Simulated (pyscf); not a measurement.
•H₂C–CH(CH₃)–F -> H₃C–CH•–CH₂–F (group migration; doublet surface; C–F broken, C–F formed). Optimised with ωB97X-D3(BJ)/def2-SVP in PySCF. Energies in kcal/mol from the reactant's lowest minimum found.

| level | barrier | reaction energy |
|---|---|---|
| ωB97X-D3(BJ)/def2-TZVP | 27.2 | +0.2 |
| PBE/def2-TZVP | 19.6 | -0.6 |
| r²SCAN/def2-TZVP | 24.8 | +0.4 |
| B3LYP-D3(BJ)/def2-TZVP | 21.8 | -0.1 |
| ωB97M-D3(BJ)/def2-TZVP | … | … |
| HF/def2-TZVP | … | +1.5 |

**Question.** Fill in the missing entries.

**Answer.** 
- ωB97M-D3(BJ)/def2-TZVP, barrier: 25.7
- ωB97M-D3(BJ)/def2-TZVP, reaction energy: +0.4
- HF/def2-TZVP, barrier: 42.0

The functionals in the table span 7.6 kcal/mol in this barrier, from PBE to ωB97X-D3(BJ). •H₂C–CH(CH₃)–F lies 6.7 kcal/mol over its isomer H₃C–C•(CH₃)–F, and others may lie lower still (electronic energy, ωB97M-D3(BJ)). H₃C–CH•–CH₂–F lies 7.1 kcal/mol over its isomer H₃C–C•(CH₃)–F, and others may lie lower still (electronic energy, ωB97M-D3(BJ)). One saddle was located; it need not be the lowest between these sides.
